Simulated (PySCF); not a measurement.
Species: C7H5FO.
SMILES with atom numbers: `[O:1]=[CH:2][c:3]1[cH:4][cH:5][cH:6][c:7]([F:8])[cH:9]1` (hydrogens: H10 on C2; H11 on C4; H12 on C5; H13 on C6; H14 on C9)

Cartesian coordinates in Å at the PBE0-D3(BJ)/def2-SVP level; atoms count from 1:
```
atom  x, y, z in Å
O1     3.0645   -0.4639    0.1946
C2     2.2269    0.3098   -0.1924
C3     0.7677    0.1045   -0.0379
C4     0.2885   -1.0484    0.5953
C5    -1.0814   -1.2364    0.7361
C6    -1.9787   -0.2834    0.2506
C7    -1.4837    0.8556   -0.3748
F8    -2.3397    1.7626   -0.8360
C9    -0.1201    1.0662   -0.5275
H10    2.5112    1.2627   -0.7090
H11    1.0129   -1.7767    0.9652
H12   -1.4655   -2.1324    1.2286
H13   -3.0589   -0.4077    0.3489
H14    0.2377    1.9718   -1.0238
```

Linear response at wB97X-D/def2-SVPD (PySCF, frozen core in the response, non-relativistic).

Static isotropic polarisability: 84.30 au (12.49 Å³), principal values 48.6, 91.4, 112.8 au.

Problem. What is the polarisability at 1064 nm and at the sodium D line?

Solution. 85.44 au at 1064 nm (+1.4 %), 88.29 au at 589.3 nm (+4.7 %). The rise at 589.3 nm is 3.50 times that at 1064 nm; a pure ω² law gives 3.26. The lowest singlet lies at 320 nm, shorter than both wavelengths.

Problem. What is the isotropic C6 coefficient between two such molecules, C6 = (3/π)∫α(iω)² dω?

Solution. 2703 au (Eh·bohr⁶) by a ten-point quadrature over imaginary frequencies, which is 1610 eV·Å⁶ or 156 J·nm⁶/mol.

Problem. Which effective excitation energy ω̄ makes London's formula C6 = (3/4)α²ω̄ exact here?

Solution. ω̄ = 4·C6/(3α²) = 0.507 Eh = 13.8 eV. A one-pole form α(ω) = α/(1 − ω²/ω̄²) fitted to the 1064 nm value gives 10.1 eV. London's choice of the ionisation energy (9.62 eV, ΔSCF at the same level) gives C6 = 1880 au, 30 % too low.

Problem. What molar refraction at the D line follows from R = (4π/3)·N_A·α′, with α′ the polarisability volume?

Solution. α′ = 13.08 Å³ gives R = 33.00 cm³/mol, for isolated, non-vibrating species.

Problem. What does −C6/R⁶ come to at R = 10 Å between centres?

Solution. -160 J/mol. This is the leading, orientation-averaged term; C8 and higher terms are left out.

Problem. What n − 1 at the D line would an ideal gas of it have at 273.15 K and 1 atm (2.6868 × 10¹⁹ cm⁻³), by n − 1 = 2π·N·α′?

Solution. 22.09 × 10⁻⁴, a formal value whether or not that pressure can be reached.

Problem. The lowest 6 singlets have (eV, f): 3.87, 0.000; 4.83, 0.043; 5.45, 0.199; 6.54, 0.399; 6.72, 0.001; 6.82, 0.327. What share of the static polarisability do they carry in the sum over states α = Σ f/ω²?

Solution. 18.46 au, 21.9 % of α; the largest term, 6.92 au, is that of the state at 6.54 eV. Their oscillator strengths add up to 0.97. Higher states carry the rest.

One conformer stands for the species.

wB97X-D is run here without its empirical dispersion term; that term would change no orbital, density or response property at a fixed geometry.
